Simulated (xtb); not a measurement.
xtb input (GFN2-xTB):

```bash
xtb mol.xyz --gfn 2 --ohess tight --chrg 1 --uhf 0
```
mol.xyz:
```
4

C     -0.01390133    -0.00239886     0.03290947
F      1.20124096    -0.11560386    -0.01115159
H     -0.62120541    -0.94800226     0.01275323
H     -0.48313415     1.02505686     0.01540535
```

End of the output:

```
    mode    ω/cm⁻¹     T·S(HO)/kcal·mol⁻¹    T·S(FR)/kcal·mol⁻¹   T·S(vib)
   ------------------------------------------------------------------------
   ------------------------------------------------------------------------

   temp. (K)  partition function   enthalpy   heat capacity  entropy
                                   cal/mol     cal/K/mol   cal/K/mol   J/K/mol
 298.15  VIB   1.02                   53.851      0.952      0.215
         ROT   800.                  888.752      2.981     16.265
         INT   814.                  942.603      3.933     16.480
         TR   0.184E+27             1481.254      4.968     36.399
         TOT                        2423.8571     8.9007    52.8791   221.2463

       T/K    H(0)-H(T)+PV         H(T)/Eh          T*S/Eh         G(T)/Eh
   ------------------------------------------------------------------------
    298.15    0.386266E-02    0.277180E-01    0.251246E-01    0.259345E-02
Note: The following floating-point exceptions are signalling: IEEE_DENORMAL
normal termination of xtb
   ------------------------------------------------------------------------

         :::::::::::::::::::::::::::::::::::::::::::::::::::::
         ::                  THERMODYNAMIC                  ::
         :::::::::::::::::::::::::::::::::::::::::::::::::::::
         :: total free energy          -7.262809957002 Eh   ::
         ::.................................................::
         :: total energy               -7.265403411404 Eh   ::
         :: zero point energy           0.023855379376 Eh   ::
         :: G(RRHO) w/o ZPVE           -0.021261924974 Eh   ::
         :: G(RRHO) contrib.            0.002593454402 Eh   ::
         :::::::::::::::::::::::::::::::::::::::::::::::::::::

optimized geometry written to: xtbopt.xyz

           -------------------------------------------------
          | TOTAL ENERGY               -7.265403411404 Eh   |
          | TOTAL ENTHALPY             -7.237685369869 Eh   |
          | TOTAL FREE ENERGY          -7.262809957002 Eh   |
          | GRADIENT NORM               0.000117176460 Eh/α |
          | HOMO-LUMO GAP               2.631827833791 eV   |
           -------------------------------------------------

------------------------------------------------------------------------
------------------------------------------------------------------------
 total:
 SCF:
 ANC optimizer:
 analytical hessian:
```
